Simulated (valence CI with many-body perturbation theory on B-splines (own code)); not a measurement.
## E1 line list for Nd28+

Computed by relativistic CI+MBPT: four valence electrons over a frozen Dirac-Fock core [Ar] 3d10, a basis of 11 s, 11 p, 9 d, 7 f, 5 g, 2 h, 1 i functions for each j, with the one-electron correlation potential Σ1 (screened to all orders), the two-electron term Σ2, the three-electron term Σ3, Breit, model QED; selected single and double excitations, second order for the rest (own B-spline code, finite nucleus).

The last digits are not significant, and no measured levels were compared; by estimate large intervals hold to a few tenths of a per cent, small ones and those within an open d or f shell to about a per cent.

Lines 1 to 50 of 221 in falling wavelength, among levels below 2088500 cm⁻¹, chosen from the strongest by gf and those to the six lowest levels. Wavelengths and rates use the calculated energies. Electric multipoles are in the length gauge, E1 and E2 with the static RPA response of the core. Weak lines are less certain than strong ones. Lines between different terms over intervals too small for the method are left out, as are lines whose strength nearly cancels. The highest levels of a list are the least certain.

Levels are named by their leading jj configuration (3d3/2^4 stands for four electrons in 3d with j = 3/2), which in mixed levels can hold well under half, so a name can repeat and another be missing. Letters in brackets count levels of one name in rising energy.

```tsv
λ vac (nm)	Upper	Lower	A (s⁻¹)	S (a.u.) with core polarisation	S without
41.78	(4s 4p1/2^2 4p3/2) J=2	(4s^2 4p3/2^2) J=2	1.51e+07	2.72e-03	2.92e-03
37.12	(4s 4p1/2^2 4p3/2) J=1	(4s^2 4p3/2^2) J=0	1.90e+07	1.44e-03	1.55e-03
30.79	(4s 4p1/2^2 4p3/2) J=1	(4s^2 4p3/2^2) J=2	1.46e+08	6.29e-03	6.77e-03
24.14	(4s 4p1/2 4p3/2 4d5/2) J=4 [b]	(4s^2 4p3/2 4d3/2) J=3	1.54e+09	9.64e-02	1.04e-01
22.53	(4s 4p1/2 4p3/2^2) J=2 [a]	(4s^2 4p3/2^2) J=2	6.10e+08	1.72e-02	1.86e-02
22.52	(4s 4p1/2 4p3/2 4d5/2) J=4 [c]	(4s^2 4p3/2 4d5/2) J=3	3.02e+09	1.53e-01	1.65e-01
22.38	(4s 4p1/2 4p3/2 4d5/2) J=3 [b]	(4s^2 4p3/2 4d5/2) J=2	1.73e+09	6.69e-02	7.21e-02
21.86	(4s 4p1/2^2 4d5/2) J=3	(4s^2 4p1/2 4d5/2) J=2	2.62e+09	9.46e-02	1.02e-01
21.64	(4p1/2^2 4p3/2^2) J=2	(4s 4p1/2 4p3/2^2) J=1 [b]	2.68e+09	6.71e-02	7.24e-02
21.37	(4p1/2 4p3/2^3) J=2	(4s 4p3/2^3) J=1	3.63e+09	8.74e-02	9.43e-02
21.08	(4s 4p1/2^2 4d5/2) J=3	(4s^2 4p1/2 4d5/2) J=3	2.76e+09	8.94e-02	9.63e-02
20.94	(4s 4p1/2^2 4p3/2) J=2	(4s^2 4p1/2 4p3/2) J=2	3.05e+09	6.92e-02	7.45e-02
20.91	(4s 4p1/2 4p3/2 4d5/2) J=5	(4s^2 4p3/2 4d5/2) J=4	4.79e+09	2.38e-01	2.56e-01
20.38	(4s 4p1/2 4p3/2^2) J=3	(4s^2 4p3/2^2) J=2	5.28e+09	1.54e-01	1.66e-01
20.37	(4s 4p1/2 4p3/2 4d5/2) J=2 [c]	(4s^2 4p3/2 4d5/2) J=1	2.17e+09	4.52e-02	4.88e-02
20.20	(4s 4p1/2^2 4d3/2) J=2	(4s^2 4p1/2 4d3/2) J=2	3.18e+09	6.47e-02	6.98e-02
19.92	(4s 4p1/2^2 4p3/2) J=2	(4s^2 4p1/2 4p3/2) J=1	4.59e+09	8.95e-02	9.65e-02
19.83	(4p1/2^2 4p3/2^2) J=2	(4s 4p1/2 4p3/2^2) J=1 [a]	2.90e+09	5.58e-02	6.02e-02
19.67	(4s 4p1/2 4p3/2^2) J=1 [a]	(4s^2 4p3/2^2) J=0	2.23e+09	2.52e-02	2.71e-02
19.37	(4s 4p1/2 4p3/2 4d5/2) J=3 [e]	(4s^2 4p3/2 4d5/2) J=3	3.03e+09	7.61e-02	8.20e-02
19.24	(4p1/2^2 4p3/2^2) J=2	(4s 4p1/2 4p3/2^2) J=2 [b]	6.66e+09	1.17e-01	1.26e-01
18.53	(4p1/2^2 4p3/2^2) J=0	(4s 4p1/2 4p3/2^2) J=1 [b]	2.74e+10	8.60e-02	9.27e-02
18.29	(4s 4p1/2^2 4d5/2) J=2	(4s^2 4p1/2 4d3/2) J=1	3.31e+09	4.99e-02	5.39e-02
18.25	(4s 4p1/2 4p3/2 4d5/2) J=2 [e]	(4s^2 4p3/2 4d5/2) J=3	2.81e+09	4.21e-02	4.54e-02
18.24	(4s 4p1/2 4p3/2^2) J=2 [b]	(4s^2 4p3/2^2) J=2	3.25e+09	4.86e-02	5.24e-02
18.16	(4p1/2 4p3/2^3) J=1	(4s 4p3/2^3) J=2	9.66e+09	8.57e-02	9.24e-02
18.16	(4s 4p1/2 4p3/2^2) J=1 [b]	(4s^2 4p3/2^2) J=0	4.48e+09	3.97e-02	4.29e-02
18.06	(4p1/2 4p3/2^3) J=2	(4s 4p3/2^3) J=2	8.74e+09	1.27e-01	1.37e-01
18.00	(4s 4p1/2^2 4d5/2) J=2	(4s^2 4p1/2 4d5/2) J=3	6.42e+09	9.24e-02	9.95e-02
17.80	(4s 4p1/2 4p3/2 4d5/2) J=2 [c]	(4s^2 4p3/2 4d5/2) J=2	4.17e+09	5.81e-02	6.26e-02
17.76	(4s 4p1/2^2 4p3/2) J=1	(4s^2 4p1/2 4p3/2) J=2	1.04e+10	8.60e-02	9.26e-02
17.74	(4s 4p1/2 4p3/2^2) J=1 [a]	(4s^2 4p3/2^2) J=2	2.80e+09	2.32e-02	2.49e-02
17.35	(4s 4p1/2 4p3/2 4d3/2) J=2 [c]	(4s^2 4p3/2 4d3/2) J=3	5.44e+09	7.01e-02	7.55e-02
17.32	(4p1/2^2 4p3/2^2) J=2	(4s 4p1/2 4p3/2^2) J=3	1.94e+10	2.49e-01	2.69e-01
17.24	(4s 4p1/2 4p3/2 4d5/2) J=4 [d]	(4s^2 4p3/2 4d5/2) J=4	5.03e+09	1.15e-01	1.23e-01
17.23	(4s 4p3/2^2 4d5/2) J=4	(4s^2 4p3/2 4d5/2) J=3	1.68e+09	3.81e-02	4.12e-02
17.18	(4p1/2^2 4p3/2^2) J=0	(4s 4p1/2 4p3/2^2) J=1 [a]	1.94e+10	4.86e-02	5.24e-02
17.14	(4s 4p1/2 4p3/2 4d5/2) J=3 [d]	(4s^2 4p3/2 4d5/2) J=4	7.64e+09	1.33e-01	1.43e-01
17.02	(4s 4p1/2^2 4p3/2) J=1	(4s^2 4p1/2 4p3/2) J=1	1.90e+09	1.39e-02	1.49e-02
16.50	(4s 4p1/2 4p3/2^2) J=1 [b]	(4s^2 4p3/2^2) J=2	4.66e+09	3.10e-02	3.34e-02
16.02	(4p1/2^2 4p3/2^2) J=2	(4s 4p1/2 4p3/2^2) J=2 [a]	6.84e+09	6.94e-02	7.47e-02
16.02	(4s^2 4p1/2 4d3/2) J=2	(4s^2 4p3/2^2) J=2	3.12e+09	3.16e-02	3.40e-02
15.91	(4s 4p1/2^2 4d3/2) J=2	(4s 4p1/2 4p3/2^2) J=3	6.89e+09	6.84e-02	7.36e-02
15.49	(4s 4p1/2 4p3/2 4d5/2) J=2 [b]	(4s 4p3/2^3) J=2	6.84e+09	6.28e-02	6.77e-02
15.43	(4s^2 4p1/2 4d3/2) J=1	(4s^2 4p3/2^2) J=0	4.10e+08	2.23e-03	2.39e-03
15.22	(4s 4p1/2 4p3/2 4d3/2) J=2 [a]	(4s^2 4p1/2 4d3/2) J=2	3.93e+09	3.42e-02	3.68e-02
14.80	(4s 4p1/2^2 4d3/2) J=2	(4s 4p1/2 4p3/2^2) J=2 [a]	5.20e+09	4.16e-02	4.47e-02
14.66	(4s 4p1/2 4p3/2^2) J=2 [a]	(4s^2 4p1/2 4p3/2) J=2	3.62e+08	2.81e-03	3.04e-03
14.39	(4s^2 4p1/2 4d5/2) J=3	(4s^2 4p3/2^2) J=2	1.02e+09	1.06e-02	1.14e-02
14.31	(4s 4p3/2^2 4d5/2) J=4	(4s^2 4p3/2 4d5/2) J=4	5.44e+09	7.08e-02	7.64e-02
```
